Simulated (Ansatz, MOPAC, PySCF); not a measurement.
Molecule: CH₆NSi (charge 0, doublet). SMILES: CN[SiH2]
Geometry from a B3LYP-D3(BJ)/def2-TZVP (Ansatz, a first-principles code) optimisation:
```
N
H 1 1.0096
C 1 1.4542 2 113.37
H 3 1.0908 1 109.38 2 -175.21
H 3 1.0929 4 107.56 1 -120.24
H 3 1.0956 4 107.79 5 -116.47
Si 1 1.7278 2 117.78 3 158.53
H 7 1.4918 1 106.33 2 39.35
H 7 1.4931 8 110.56 1 -115.40
```
Charge 0, spin multiplicity 2.

Unscaled harmonic wavenumbers (cm⁻¹) in rising order, each level at the stationary point that it reaches from this structure (no distance between atoms moves by over 0.3 Å); the order of modes can differ between levels, and a negative number is imaginary. B3LYP-D3(BJ)/def2-TZVP (PySCF, at the structure above): 133, 180, 267, 469, 690, 733, 782, 897, 1104, 1124, 1139, 1408, 1465, 1491, 1518, 2130, 2166, 2997, 3050, 3094, 3572.

AM1 (MOPAC): 121, 184, 316, 464, 534, 622, 807, 907, 1125, 1152, 1363, 1383, 1400, 1458, 1536, 2255, 2258, 2970, 2997, 3084, 3537. Zero-point energy 43.6 against 43.5 kcal/mol; where all levels lie over 400 cm⁻¹, the wavenumbers are on average 0.994 times those of B3LYP-D3(BJ)/def2-TZVP.

PM7 (MOPAC): 38, 195, 304, 429, 491, 611, 772, 829, 1102, 1138, 1243, 1287, 1293, 1416, 1477, 2369, 2393, 2636, 2641, 2745, 2767. Zero-point energy 40.3 against 43.5 kcal/mol; where all levels lie over 400 cm⁻¹, the wavenumbers are on average 0.934 times those of B3LYP-D3(BJ)/def2-TZVP.

HF/6-31G* (Ansatz): 132, 159, 280, 474, 734, 826, 860, 983, 1194, 1226, 1250, 1556, 1614, 1642, 1667, 2323, 2344, 3181, 3240, 3276, 3818. Zero-point energy 46.9 against 43.5 kcal/mol; where all levels lie over 400 cm⁻¹, the wavenumbers are on average 1.083 times those of B3LYP-D3(BJ)/def2-TZVP.
